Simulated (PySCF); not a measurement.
# Heteronuclear NMR

Molfile (atoms numbered from 1):
```
C4H7ClO2Si
     RDKit          3D

 15 15  0  0  0  0  0  0  0  0999 V2000
    2.4165   -0.5492   -0.0085 C   0  0  0  0  0  0  0  0  0  0  0  0
    1.3060   -0.0008   -0.6900 O   0  0  0  0  0  0  0  0  0  0  0  0
    0.0869   -0.5492   -0.3162 C   0  0  2  0  0  0  0  0  0  0  0  0
   -0.9839    0.0343   -1.1947 C   0  0  0  0  0  0  0  0  0  0  0  0
   -1.8812    0.7658   -0.5460 C   0  0  0  0  0  0  0  0  0  0  0  0
   -3.1894    1.5508   -1.3212 Cl  0  0  0  0  0  0  0  0  0  0  0  0
   -1.4499    0.7551    1.3003 Si  0  0  0  0  0  4  0  0  0  0  0  0
   -0.2078   -0.2756    1.0328 O   0  0  0  0  0  0  0  0  0  0  0  0
    2.3269   -0.3935    1.0695 H   0  0  0  0  0  0  0  0  0  0  0  0
    3.2912   -0.0271   -0.3891 H   0  0  0  0  0  0  0  0  0  0  0  0
    2.5034   -1.6225   -0.2123 H   0  0  0  0  0  0  0  0  0  0  0  0
    0.1236   -1.6525   -0.4083 H   0  0  0  0  0  0  0  0  0  0  0  0
   -0.9252   -0.1450   -2.2545 H   0  0  0  0  0  0  0  0  0  0  0  0
   -2.4227    0.0640    2.1332 H   0  0  0  0  0  0  0  0  0  0  0  0
   -0.9988    2.0535    1.7833 H   0  0  0  0  0  0  0  0  0  0  0  0
  1  2  1  0
  2  3  1  0
  3  4  1  0
  4  5  2  0
  5  6  1  0
  5  7  1  0
  7  8  1  0
  8  3  1  0
  1  9  1  0
  1 10  1  0
  1 11  1  0
  3 12  1  1
  4 13  1  0
  7 14  1  0
  7 15  1  0
M  END
```

One conformer, one averaged value for each set of equivalent atoms, relativity neglected, no solvent model. Shielding tensors at PBE0/pcSseg-1 (GIAO); structure optimised with GFN2-xTB; PySCF 2.14.

Question: Where does ²⁹Si resonate?

Answer: 
| atoms | environment | σ (ppm) | δ (ppm) |
| --- | --- | --- | --- |
| Si7 | silicon bonded to C, O, 2 H, in a 5-membered ring | 362.2 | -17.7 |

Shieldings were converted by a linear fit to measured shifts: ²⁹Si (scatter 8.9 ppm rms, 25.8 ppm with the 6 outliers that the fit left out vs TMS, solution or neat liquid). Occasional misses reach two or three times the rms, and more in compound classes unlike the fitted ones.

On a 300 MHz spectrometer ²⁹Si resonates near 59.6 MHz, so 1 ppm is 59.6 Hz.

Question: What are the ¹⁷O shifts?

Answer: 
| atoms | environment | σ (ppm) | δ (ppm) |
| --- | --- | --- | --- |
| O2 | ether oxygen | 252.2 | 37.0 |
| O8 | oxygen bonded to C, Si, in a 5-membered ring | 268.2 | 22.4 |

Shieldings were converted by a linear fit to measured shifts: ¹⁷O: δ = 266.70 − 0.911σ (rms 10.7 ppm, 155 shifts, 12.2 ppm with the 3 outliers that the fit left out vs liquid water, solution or neat liquid). Occasional misses reach two or three times the rms, and more in compound classes unlike the fitted ones.

On a 600 MHz spectrometer ¹⁷O resonates near 81.3 MHz, so 1 ppm is 81.3 Hz.
